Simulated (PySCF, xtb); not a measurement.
Ti(F)3(Me) (CH3F3Ti), SMILES [CH3][Ti]([F])([F])[F], multiplicity 1.

GFN2-xTB (xtb) at its own geometry gives an orbital gap of 3.19 eV and a dipole moment of 1.04 D.

Coordinates come from a PBE0-D3(BJ)/def2-SVP optimisation. The multiplicity is an assumed one; no other spin state was optimised. The structure was generated by enumeration; whether it is a known compound was not checked.

**Question.** What does PBE/def2-TZVP (PySCF) give? (The exact figures need the calculation; the answer reports its results.)

**Answer.** gap 3.86 eV (levels -7.32 and -3.46 eV), dipole 1.29 D.
